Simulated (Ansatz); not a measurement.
`[CH3][Ge]([CH3])([OH])[F]`. Total charge 0; spin multiplicity 1. Correlated methods include outer-core shells of Ge, which these sets cover unevenly. Scalar relativity is left out up to krypton.

```xyz
12

C     0.6815    1.4686   -0.5583
Ge    0.1990   -0.3625   -0.1548
C    -0.9116   -0.7143    1.3799
O    -0.5857   -1.1616   -1.5267
F     1.7217   -1.1922    0.0821
H     1.1966    1.9166    0.2924
H    -0.2110    2.0542   -0.7833
H     1.3487    1.4939   -1.4208
H    -0.4371   -0.3357    2.2856
H    -1.0568   -1.7904    1.4751
H    -1.8840   -0.2353    1.2590
H    -0.0613   -1.1413   -2.3302
```

Question: Give the diagnostics of a CCSD(T)/def2-TZVPP run (frozen core, the Gaussian-basis code of Ansatz). (Best estimate.)

Answer: Ansatz gave: T1 = 0.0110, largest single amplitude 0.013, largest double 0.014, (T) share of the correlation energy 3.4 %, 9 CCSD cycles. The RHF solution is stable towards an unrestricted one. T1 lies under the customary mark of 0.02 for closed shells.
